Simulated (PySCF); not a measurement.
Compound: C4H5OP2 (charge -1).
Structure used (GFN2-xTB), in Å, numbered top down from 1:
```xyz
12
C4H5OP2 angstrom
C     -2.389   -0.076   -0.233
O     -1.497    0.826    0.336
C     -0.172    0.450    0.243
P      1.005    1.530    0.936
C      2.338    0.491    0.482
C      2.053   -0.667   -0.178
P      0.375   -1.021   -0.515
H     -2.183   -0.213   -1.305
H     -2.310   -1.064    0.245
H     -3.394    0.329   -0.093
H      3.354    0.781    0.727
H      2.820   -1.366   -0.495
```

NICS is the negative of the GIAO shielding at a point without a nucleus: at the ring centre (0) and 1 Å above and below it (1); zz is the component along the ring normal. Level: GIAO PBE0/pcSseg-1 (PySCF, non-relativistic, gas phase) on the GFN2-xTB geometry, one conformer.

Ring bond lengths (Å), with Mayer bond orders in brackets: C3–P4 1.741 (1.27), P4–C5 1.750 (1.21), C5–C6 1.363 (1.57), C6–P7 1.748 (1.20), P7–C3 1.743 (1.27).

**Question.** Give the NICS values of each ring in ppm.

**Answer.** 
| ring | type | NICS(0) | NICS(1), two faces | NICS(1)zz, two faces | rms pucker (Å) | centre to ring atoms, mean (Å) |
| --- | --- | --- | --- | --- | --- | --- |
| C3–P4–C5–C6–P7 | 5-membered ring with 2 P; formal bonds all aromatic | -11.9 | -10.8 / -10.8 | -27.0 / -27.0 | 0.00 | 1.41 |

**Question.** What do they say, and how far can they be read as aromaticity?

**Answer.** 
- C3–P4–C5–C6–P7: mean NICS(1)zz -27.0 ppm, shielded.

**Question.** How equal are the bonds by HOMA? HOMA = 1 − mean of α(R − Ropt)² over the ring bonds, with Krygowski's 1993 parameters (CC: Ropt 1.388 Å, α 257.7 Å⁻²; CP: Ropt 1.698 Å, α 118.91 Å⁻²).

**Answer.** 
- C3–P4–C5–C6–P7: HOMA 0.75; the largest term is that of P4–C5, α(R − Ropt)² = 0.32.

**Question.** What is the mean of the two in-plane components of NICS at the second NICS(1) probe listed for ring C3–P4–C5–C6–P7, 1 Å off the ring?

**Answer.** The isotropic value is a third of the trace: (3 × -10.8 − (-27.0))/2 = -2.7 ppm.

**Question.** Give the inner angles of the rings and the Hirshfeld charges of the ring atoms.

**Answer.** 
- C3–P4–C5–C6–P7: C3 119.0° (-0.097 e), P4 92.5° (-0.198 e), C5 118.1° (-0.186 e), C6 117.8° (-0.192 e), P7 92.7° (-0.179 e); sum 540.0° against 540° for a flat convex ring.

**Question.** What are the shieldings of the ring atoms and their hydrogens in the same run (means over atoms taken as equivalent)?

**Answer.** 
```json
{"atoms": "C3", "environment": "aromatic carbon bearing oxygen", "σ isotropic (ppm)": "-45.9", "principal values of the symmetric part, first atom (ppm)": "-177.2, -20.7, 60.3"}
{"atoms": "P4 (×2)", "environment": "phosphorus bonded to 2 C", "σ isotropic (ppm)": "228.4", "principal values of the symmetric part, first atom (ppm)": "54.6, 186.4, 403.4"}
{"atoms": "C5 (×2)", "environment": "aromatic CH carbon", "σ isotropic (ppm)": "54.3", "principal values of the symmetric part, first atom (ppm)": "-57.7, 60.4, 149.2"}
{"atoms": "H11 (×2)", "environment": "aromatic hydrogen", "σ isotropic (ppm)": "24.60", "principal values of the symmetric part, first atom (ppm)": "22.2, 25.4, 25.8"}
```
